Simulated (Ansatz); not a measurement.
Consider the ligand exchange at the Si–C bond: `[BH2][GaH][CH2][SiH2]F` + `O[SiH3]` → `F[SiH2]O[SiH3]` + `[BH2][GaH][CH3]`.

Gas-phase electronic energies from Ansatz, PBE0-D4/def2-TZVP geometries. CCSD(T)/CBS is the MP2 limit (def2-TZVPP, def2-QZVPP) plus CCSD(T) − MP2 in def2-TZVPP, frozen cores. Functionals use def2-TZVPP. B3LYP here is the variant with VWN-RPA as its local correlation; programs differ in this. For Ga outer-core shells are correlated without core-valence functions, which leaves a few kJ/mol of doubt a bond. Scalar relativity is left out up to krypton. Each species was taken in one conformer, which may not be the lowest.

```
             level  ΔE (kJ/mol)  difference from CCSD(T)/CBS
            PBE-D4        -87.4                         19.6
           ωB97X-V       -105.2                          1.8
            B2PLYP       -114.5                         -7.5
             B3LYP       -117.3                        -10.3
    MP2/def2-TZVPP       -106.8                          0.2
   CCSD/def2-TZVPP       -114.4                         -7.4
CCSD(T)/def2-TZVPP       -107.7                         -0.7
SCS-MP2/def2-QZVPP       -116.1                         -9.1
      HF/CBS(def2)       -152.0                        -45.0
     MP2/CBS(def2)       -106.0                          1.0
       CCSD(T)/CBS       -107.0                            0
```

Largest T1 diagnostic among the species: 0.013.

From PBE to PBE0 (25 % exact exchange), in def2-TZVPP and without D4, ΔE moves by −7.5 kJ/mol. The D4 term adds +8.3 kJ/mol with B3LYP and +4.2 kJ/mol with PBE0; it sums over pairs of atoms, weighted by their polarisabilities, and B3LYP, whose exchange is more repulsive, gets the larger term. In def2-TZVPP, CCSD(T) changes the Hartree–Fock value by +40.9 kJ/mol (the triples alone add +6.7 kJ/mol) and MP2 by +41.8 kJ/mol.
